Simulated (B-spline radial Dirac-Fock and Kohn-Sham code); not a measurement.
Binding energies of Pd⁵⁺ at several levels of theory

System: palladium as Pd⁵⁺, [Kr] 4d5.

The density-functional columns are spherical, spin-unpolarised Dirac-Kohn-Sham results without Breit or QED terms: −ε is minus the orbital energy of the initial state and ΔSCF the difference of two total energies. The reference in the last column comes from relaxed Dirac-Fock hole states (ΔSCF) with Breit and QED corrections and a finite nucleus. All numbers are from a B-spline atomic structure program, in eV; a selection of levels is shown. For the 1s level of heavy atoms much of the gap between ΔSCF and the reference is the Breit and QED part, -73.2 eV here; for other levels the error of the functional can be larger.

```
level   LDA −ε  LDA ΔSCF   PBE −ε  PBE ΔSCF  Dirac-Fock
    K  24200.5   24507.6  24231.1   24539.1     24442.4
   L1   3602.0    3658.3   3605.6    3661.6      3704.0
   L2   3349.0    3418.1   3350.2    3419.2      3424.9
   L3   3189.9    3255.6   3190.8    3256.5      3267.7
   M1    713.8     735.1    715.0     736.2       765.0
   M2    613.8     635.6    614.2     635.9       654.5
   M3    586.1     607.3    586.4     607.5       626.4
   M4    408.5     431.2    408.1     430.8       431.8
   M5    402.9     425.5    402.5     425.1       426.5
   N1    161.2     171.8    161.3     171.9       179.2
   N2    129.4     139.5    129.3     139.5       141.5
   N3    124.5     134.5    124.5     134.5       136.6
 N4,5    74.20     82.99    74.00     82.80       81.37
```

Task: Order the estimates of the K (1s) level by their distance from the Dirac-Fock value, nearest first.
A. LDA −ε
B. PBE ΔSCF
C. LDA ΔSCF
D. PBE −ε

Result: C (65.2 eV), B (96.7 eV), D (211.3 eV), A (241.9 eV).

Values without a named source are computed, but for edge energies of neutral atoms, which are taken from tables.
